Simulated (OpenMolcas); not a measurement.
**Pr4+: ligand-field states by method**

Pr4+ with 8 ligands (fluoride) in square antiprismatic coordination (D4d) at 2.27 Å, a polar angle of 60.7° against the regular 57.3°. A charge of +0.5 e stands 3.2 Å behind each ligand. Ligand basis ANO-RCC-VDZP.

```json
{
  "Program": "OpenMolcas 26.06",
  "Basis": "ANO-RCC-VTZP [8s7p5d3f2g1h]",
  "Scalar Hamiltonian": "DKH2, point nucleus",
  "Active space": "1 electron in 7 orbitals (4f)",
  "State averaging": "2S+1 = 2 odd, 7 roots",
  "Spin-orbit coupling": "RASSI with atomic mean-field integrals over the reference wave functions"
}
```

I. CASSCF
II. SS-CASPT2, IPEA 0.25 Eh, imaginary shift 0.1 Eh (closed shells correlated: 5s 5p and the ligand valence shells)

Spin-free states in cm-1, each column counted from its own energy of the first state listed:

```tsv
State	Degeneracy	I	II
2S+1 = 2	2	0	0
2S+1 = 2	1	313	550
2S+1 = 2	2	953	1160
2S+1 = 2	2	1172	1490
```

From I to II, I's first state of the same spin (2S+1 = 2) moves from 313 to 550 cm-1, by about +240 cm-1.

With spin-orbit coupling the lowest J multiplet is 850 (I), 985 (II) cm-1 wide, a factor of 1.16 from I to II.

χT at 300 K: I 0.63, II 0.60 cm3 K/mol.

Over all roots computed the reference weight is 0.66 in II; a low but even weight reflects the number of correlated electrons. Splittings of an f shell from a small cluster at a set distance can be off by tens of per cent, mostly too small (holds for II). No measured value stands beside these numbers; the geometry was imposed, not optimised, and the real ion may take another.
